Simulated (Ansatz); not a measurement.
Computed with Ansatz on PBE0-D4/def2-TZVP structures; ΔE is electronic, products minus reactants. CCSD(T)/CBS adds triple-zeta CCSD(T) − MP2 to the extrapolated MP2 energy (def2 sets, frozen cores). Functionals use def2-TZVPP. B3LYP here is the variant with VWN-RPA as its local correlation; programs differ in this. Elements past krypton have def2 core potentials. For Te outer-core shells are correlated without core-valence functions, which leaves a few kJ/mol of doubt a bond. Each species was taken in one conformer, which may not be the lowest.

Reaction (formal exchange of groups at a Te–C bond): `C=CC(=C)[TeH]` + `FC[SiH3]` → `FC([SiH3])[TeH]` + `C=CC=C`

`C=CC(=C)[TeH]`:

Z-matrix (Å, degrees):
```
C
C 1 1.330
H 1 1.084 2 121.7
H 1 1.083 2 120.8 3 -179.1
C 2 1.455 1 127.2 3 -1.2
H 2 1.090 1 118.9 3 179.2
Te 5 2.116 2 120.8 1 -1.9
C 5 1.335 2 121.5 1 174.4
H 7 1.660 5 94.3 2 -52.3
H 8 1.082 5 122.7 2 178.1
H 8 1.087 5 120.1 2 -2.0
```

`FC[SiH3]`:

Cartesian coordinates in Å:
```
F 0.582 0.631 -1.734
C 0.456 0.781 -0.357
Si -0.429 -0.718 0.392
H -0.098 1.705 -0.164
H 1.459 0.900 0.066
H -0.532 -0.498 1.860
H 0.350 -1.953 0.126
H -1.789 -0.848 -0.189
```

`FC([SiH3])[TeH]`:

Z-matrix (Å, degrees):
```
C
Si 1 1.897
Te 1 2.152 2 108.8
F 1 1.384 2 111.1 3 -123.3
H 1 1.093 2 111.5 3 115.9
H 2 1.485 1 109.4 3 165.8
H 2 1.486 1 109.2 3 45.7
H 2 1.484 1 108.1 3 -74.0
H 3 1.659 1 94.0 2 148.9
```

`C=CC=C`:

Z-matrix (Å, degrees):
```
C
C 1 1.332
H 1 1.085 2 121.2
H 1 1.083 2 121.7 3 180.0
C 2 1.449 1 124.1 3 0.0
H 2 1.088 1 119.5 3 -180.0
C 5 1.332 2 124.1 1 -180.0
H 5 1.088 2 116.4 1 0.0
H 7 1.083 5 121.7 2 -180.0
H 7 1.085 5 121.2 2 0.0
```

Problem. Is it downhill or uphill in electronic energy at CCSD(T)/CBS, and by how much? (An estimate is asked.)

Solution. The calculation gave: Nearly level: ΔE = -0.4 kcal/mol.

Problem. What do these levels give: PBE-D4, r2SCAN-D4, B3LYP-D4, B2PLYP, HF/CBS(def2), MP2/CBS(def2)? (Best estimate.)

Solution. Ansatz gave: PBE-D4 -1.4, r2SCAN-D4 -1.5, B3LYP-D4 -0.9, B2PLYP -0.6, HF/CBS(def2) -1.0, MP2/CBS(def2) 1.0 kcal/mol.

Largest T1 diagnostic among the species: 0.012.

In def2-TZVPP, CCSD(T) changes the Hartree–Fock value by +1.3 kcal/mol (the triples alone add +0.2 kcal/mol) and MP2 by +2.6 kcal/mol. The D4 term adds +0.9 kcal/mol with B3LYP and +0.5 kcal/mol with PBE0; it sums over pairs of atoms, weighted by their polarisabilities, and B3LYP, whose exchange is more repulsive, gets the larger term.
